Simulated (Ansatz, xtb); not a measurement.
## C4H2ClFN2: which of two isomers lies lower

Structure a: `Fc1nccnc1Cl`, a singlet. Structure b: `Fc1nccc(Cl)n1`, a singlet. Both are isolated molecules in the gas phase, relaxed with r2SCAN-D4/def2-SVP.

Quicker runs give these differences E(b) − E(a): GFN2-xTB −10.4 kcal/mol; HF/STO-3G −6.3 kcal/mol (at GFN2-xTB geometries); r2SCAN-D4/def2-SVP//GFN2-xTB −9.2 kcal/mol.

**Question.** Estimate E(b) − E(a) at the level CCSD(T)/def2-SVP + ΔMP2/def2-TZVPP.

**Answer.** Calculated at CCSD(T)/def2-SVP + ΔMP2/def2-TZVPP: E(b) − E(a) = −9.4 kcal/mol, so structure b lies lower.

The same difference at several levels:

```json
{"level": "GFN2-xTB", "geometry": "GFN2-xTB", "E(b) − E(a) (kcal/mol)": "−10.4", "departure from the last row (kcal/mol)": "−1.0", "job, with rough time for the two": "optimisation, 0.1 s"}
{"level": "HF/STO-3G", "geometry": "GFN2-xTB", "E(b) − E(a) (kcal/mol)": "−6.3", "departure from the last row (kcal/mol)": "+3.2", "job, with rough time for the two": "single point, 0.48 s"}
{"level": "r2SCAN-D4/def2-SVP//GFN2-xTB", "geometry": "GFN2-xTB", "E(b) − E(a) (kcal/mol)": "−9.2", "departure from the last row (kcal/mol)": "+0.2", "job, with rough time for the two": "single point, 4.8 s"}
{"level": "r2SCAN-D4/def2-SVP", "geometry": "r2SCAN-D4/def2-SVP", "E(b) − E(a) (kcal/mol)": "−9.1", "departure from the last row (kcal/mol)": "+0.3", "job, with rough time for the two": "optimisation, 33 s"}
{"level": "HF/def2-SVP", "geometry": "r2SCAN-D4/def2-SVP", "E(b) − E(a) (kcal/mol)": "−13.4", "departure from the last row (kcal/mol)": "−4.0", "job, with rough time for the two": "part of the CCSD(T) run"}
{"level": "MP2/def2-SVP", "geometry": "r2SCAN-D4/def2-SVP", "E(b) − E(a) (kcal/mol)": "−8.5", "departure from the last row (kcal/mol)": "+0.9", "job, with rough time for the two": "part of the CCSD(T) run"}
{"level": "CCSD(T)/def2-SVP", "geometry": "r2SCAN-D4/def2-SVP", "E(b) − E(a) (kcal/mol)": "−9.3", "departure from the last row (kcal/mol)": "+0.1", "job, with rough time for the two": "single point"}
{"level": "CCSD(T)/def2-SVP + ΔMP2/def2-TZVPP", "geometry": "r2SCAN-D4/def2-SVP", "E(b) − E(a) (kcal/mol)": "−9.4", "departure from the last row (kcal/mol)": "", "job, with rough time for the two": "single point, 74 s"}
```

As drawn, both hold the same kinds of bond in the same numbers.

None of the levels shown reverses the order. The largest departure from CCSD(T)/def2-SVP + ΔMP2/def2-TZVPP is that of HF/def2-SVP, 4.0 kcal/mol. The last row adds to CCSD(T) the change of the MP2 difference between the two basis sets, here −0.1 kcal/mol.

With thermal terms from frequencies at re-optimised GFN2-xTB minima (ideal gas, soft modes damped towards free rotors, one conformer each, 298.15 K, 1 atm): the zero-point term adds +0.3 kcal/mol; ΔH is −9.2 and ΔG −9.0 kcal/mol.

The correlated steps freeze 12 core orbitals. Run with Ansatz 0.2.0, xtb 6.7.1; the last row on 2 threads of Arm Neoverse V2 on a shared host.
